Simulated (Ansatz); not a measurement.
Consider the ligand exchange at the Al–O bond: `[OH][Al]([F])[SH]` + HBr → `[F][Al]([SH])[Br]` + H₂O.

Gas-phase electronic energies from Ansatz, PBE0-D4/def2-TZVP geometries. CBS: MP2 limit from def2 TZ/QZ plus the TZ coupled-cluster correction, frozen cores. This one scheme is used for every species. DFT in def2-TZVPP. HSE06 is defined as in plane-wave codes. For Br outer-core shells are correlated without core-valence functions, which leaves a few kJ/mol of doubt a bond. Scalar relativity is left out up to krypton. One conformer a species, not always the lowest.

```json
{"level": "PBE0-D4", "ΔE (kJ/mol)": "-30.8", "difference from CCSD(T)/CBS": "-2.1"}
{"level": "HSE06-D4", "ΔE (kJ/mol)": "-31.3", "difference from CCSD(T)/CBS": "-2.6"}
{"level": "ωB97M-V", "ΔE (kJ/mol)": "-24.2", "difference from CCSD(T)/CBS": "4.5"}
{"level": "revPBE", "ΔE (kJ/mol)": "-26.6", "difference from CCSD(T)/CBS": "2.1"}
{"level": "BHLYP", "ΔE (kJ/mol)": "-20.6", "difference from CCSD(T)/CBS": "8.1"}
{"level": "CAM-B3LYP", "ΔE (kJ/mol)": "-14.7", "difference from CCSD(T)/CBS": "14.0"}
{"level": "SCS-MP2/def2-TZVPP", "ΔE (kJ/mol)": "-21.7", "difference from CCSD(T)/CBS": "7.0"}
{"level": "CCSD/def2-TZVPP", "ΔE (kJ/mol)": "-21.7", "difference from CCSD(T)/CBS": "7.0"}
{"level": "HF/def2-QZVPP", "ΔE (kJ/mol)": "-24.5", "difference from CCSD(T)/CBS": "4.2"}
{"level": "HF/CBS(def2)", "ΔE (kJ/mol)": "-24.3", "difference from CCSD(T)/CBS": "4.4"}
{"level": "CCSD(T)/CBS", "ΔE (kJ/mol)": "-28.7", "difference from CCSD(T)/CBS": "0"}
```

Largest T1 diagnostic among the species: 0.012.

Leaving LDA and LC-ωPBE aside and taking each functional with its dispersion term where it has one, the values, not all of them listed here, spread over 14.5 kJ/mol, from HSE06-D4 to CAM-B3LYP-D4. LDA lies +4.6 kJ/mol from PBE without D4. From BLYP to BHLYP (50 % exact exchange), in def2-TZVPP and without D4, ΔE moves by −6.3 kJ/mol.
